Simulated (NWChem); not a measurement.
Species: SiHSF, singlet; SMILES [Si](F)S

```xyz
4

Si     0.6571     0.6352     0.0000
F     -0.7170     1.5227     0.0000
S     -0.2562    -1.3159     0.0000
H      0.9473    -1.9333     0.0000
```
Atoms are numbered in this order, from 1.

Computed with NWChem. Low-valent species are run as closed-shell singlets; no triplet was tried in these runs. Geometry: optimised at PBE0/def2-SVP. Level: PBE0/def2-SVP with SMD (1 M gas to 1 M solution), gas-phase geometry. Reactions with the solvent are ignored.

**Question.** What does the run give for solvent n-hexane? Quantities: solvation free energy (kcal/mol); cavity-dispersion-structure term (kcal/mol); dipole in solution (D).

**Answer.** The solvation free energy (kcal/mol) is -3.0 and the cavity-dispersion-structure term (kcal/mol) is -1.6. The dipole in solution (D) is 2.05.
